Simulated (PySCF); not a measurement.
ClH5Si2. Atoms are numbered in the order given.

```xyz
8

Si     1.8224    -0.2149     0.3586
Si    -0.4923    -0.5956     0.4274
Cl    -1.3928     0.8310    -0.8088
H      2.5350    -1.1960     1.2304
H      2.3036    -0.3623    -1.0450
H      2.1075     1.1681     0.8372
H     -1.0413    -0.4397     1.8036
H     -0.8488    -1.9502    -0.0802
```

Coordinates come from a B3LYP-D3(BJ)/def2-SVP optimisation.

These are TDDFT-PBE0/def2-SVPD run with PySCF values and carry that method's errors.

Vertical excitations. Gas-phase values at a fixed geometry.

Computed excitation energies, oscillator strengths and character:
```
state  energy (eV)  λ (nm)      f                            main pairs
-----  -----------  ------  -----  ------------------------------------
S1            6.19     200  0.015                        HOMO→LUMO 98 %
S2            6.83     181  0.004                      HOMO−1→LUMO 98 %
S3            7.18     173  0.022                      HOMO→LUMO+1 94 %
S4            7.34     169  0.062    HOMO→LUMO+2 78 %, HOMO→LUMO+3 19 %
S5            7.56     164  0.179    HOMO→LUMO+3 74 %, HOMO→LUMO+2 15 %
S6            7.85     158  0.018  HOMO−2→LUMO 69 %, HOMO−1→LUMO+1 16 %
S7            8.01     155  0.019  HOMO−1→LUMO+2 59 %, HOMO−3→LUMO 36 %
S8            8.03     154  0.066                      HOMO→LUMO+4 83 %
S9            8.04     154  0.001  HOMO−3→LUMO 55 %, HOMO−1→LUMO+2 39 %
S10           8.06     154  0.072  HOMO−1→LUMO+1 74 %, HOMO−2→LUMO 15 %
T1            5.53     224      0                        HOMO→LUMO 96 %
T2            6.26     198      0                      HOMO→LUMO+1 92 %
T3            6.46     192      0                      HOMO−1→LUMO 96 %
T4            6.63     187      0                      HOMO→LUMO+2 87 %
```
Triplets are in the Tamm–Dancoff approximation, which puts them higher than full response would, so one can lie above its singlet here.
